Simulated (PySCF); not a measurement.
**What an electron can do to InP**

r²SCAN in PySCF with def2-TZVPPD on every atom (core potentials on In), for the lowest determinant that a PBE0 search found; no spin–orbit coupling.

```json
{"species": "InP", "state (unpaired electrons)": "triplet (π ↑↑)", "Re (Å)": "2.645", "ωe (cm⁻¹)": "254", "energy of the minimum from the neutral (eV)": "0.00", "De (eV)": "1.99", "dissociates to": "In + P"}
{"species": "InP⁺", "state (unpaired electrons)": "quartet (σ ↑, π ↑↑)", "Re (Å)": "2.840", "ωe (cm⁻¹)": "130", "energy of the minimum from the neutral (eV)": "7.21", "De (eV)": "0.49", "dissociates to": "In⁺ + P"}
```

Problem. Work out the lowest energy to break InP into atoms, from its vibrational ground state.

Solution. D0 = De − ωe/2 = 1.99 − 0.02 = 1.97 eV (r²SCAN/def2-TZVPPD).

Problem. Work out the ionisation energy of the In atom at this level and the threshold of dissociative ionisation.

Solution. IE(In) = 7.21 + 0.49 − 1.99 = 5.71 eV, so In⁺ + P + e⁻ appears at D0 + IE(In) = 7.68 eV (r²SCAN/def2-TZVPPD). The measured IE(In) is 5.786 eV (NIST ASD).

These are thermodynamic thresholds; the onsets seen under electron impact lie higher where the geometry changes, and cross-sections peak well above them.

Weak bonds: InP⁺. Basis-set superposition, not corrected here, can be much of De in a small basis, most of all at correlated wavefunction levels. Functionals without a dispersion term scatter widely for such bonds, and LDA overbinds them. Spin–orbit coupling is left out, which matters for elements this heavy, above all for dissociation energies. For an ion De counts to the pair picked by the measured ionisation energies or electron affinities, which need not be the lowest pair at this level. States were picked by a PBE0 search and need not be the measured ground states.
